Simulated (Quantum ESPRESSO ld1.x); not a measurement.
The numbers below are computed, except where a source is named.
Q: Species: neutral phosphorus. Configuration: [Ne] 3s2 3p3. Code: ld1.x of Quantum ESPRESSO 7.5. Model: scalar-relativistic Kohn-Sham, rPW86 exchange with PBE correlation, spin-unpolarised, spherical densities, point nucleus. Some entries of the table are withheld. Estimate them.

orbital  occ.  eigenvalue (eV)  <1/r> (bohr^-1)  r(max) (bohr)
1s          2              (1)              (2)        0.06757
2s          2         -174.155              (3)         0.4181
2p          6              (4)              (5)         0.3539
3s          2          -14.072           0.7265          1.567
3p          3           -5.573           0.5752            (6)

A: 
(1) 1s eigenvalue (eV): -2087.390
(2) 1s <1/r> (bohr^-1): 14.66
(3) 2s <1/r> (bohr^-1): 2.821
(4) 2p eigenvalue (eV): -124.566
(5) 2p <1/r> (bohr^-1): 2.709
(6) 3p r(max) (bohr): 1.821
